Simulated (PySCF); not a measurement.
## Radial density of Te⁺ (tellurium, charge +1)

revPBE, [Kr] 4d10 5s1 5p3 5d1, high-spin 6D determinant (an excited configuration). Computed with PySCF 2.14 in aug-cc-pV5Z-PP with ECP28MDF (8s8p6d4f3g2h, 139 functions), with a scalar-relativistic core potential. This is the valence pseudo-density: the core potential removes the inner electrons and smooths the orbitals near the nucleus.

```json
{"r (bohr)": "0.00224", "4πr²ρ (e/bohr)": "2.707e-05", "4πr²(ρα − ρβ)": "0.0000"}
{"r (bohr)": "0.00377", "4πr²ρ (e/bohr)": "7.170e-05", "4πr²(ρα − ρβ)": "0.0000"}
{"r (bohr)": "0.00634", "4πr²ρ (e/bohr)": "0.0001782", "4πr²(ρα − ρβ)": "0.0000"}
{"r (bohr)": "0.0107", "4πr²ρ (e/bohr)": "0.0004123", "4πr²(ρα − ρβ)": "0.0000"}
{"r (bohr)": "0.0179", "4πr²ρ (e/bohr)": "0.0008330", "4πr²(ρα − ρβ)": "0.0001"}
{"r (bohr)": "0.0302", "4πr²ρ (e/bohr)": "0.001390", "4πr²(ρα − ρβ)": "0.0002"}
{"r (bohr)": "0.0508", "4πr²ρ (e/bohr)": "0.001888", "4πr²(ρα − ρβ)": "0.0002"}
{"r (bohr)": "0.0854", "4πr²ρ (e/bohr)": "0.003805", "4πr²(ρα − ρβ)": "0.0002"}
{"r (bohr)": "0.144", "4πr²ρ (e/bohr)": "0.02799", "4πr²(ρα − ρβ)": "0.0006"}
{"r (bohr)": "0.242", "4πr²ρ (e/bohr)": "0.3801", "4πr²(ρα − ρβ)": "0.0079"}
{"r (bohr)": "0.406", "4πr²ρ (e/bohr)": "5.803", "4πr²(ρα − ρβ)": "0.1781"}
{"r (bohr)": "0.684", "4πr²ρ (e/bohr)": "25.53", "4πr²(ρα − ρβ)": "0.4501"}
{"r (bohr)": "1.15", "4πr²ρ (e/bohr)": "12.16", "4πr²(ρα − ρβ)": "0.3283"}
{"r (bohr)": "1.93", "4πr²ρ (e/bohr)": "3.261", "4πr²(ρα − ρβ)": "2.4904"}
{"r (bohr)": "3.25", "4πr²ρ (e/bohr)": "1.028", "4πr²(ρα − ρβ)": "1.0220"}
{"r (bohr)": "5.47", "4πr²ρ (e/bohr)": "0.1244", "4πr²(ρα − ρβ)": "0.1244"}
{"r (bohr)": "9.21", "4πr²ρ (e/bohr)": "0.004101", "4πr²(ρα − ρβ)": "0.0041"}
```

Energies and moments cover only the electrons outside the core potential. The outer electron is Rydberg-like, and this basis confines it to a smaller radius and binds it less than a complete one would.
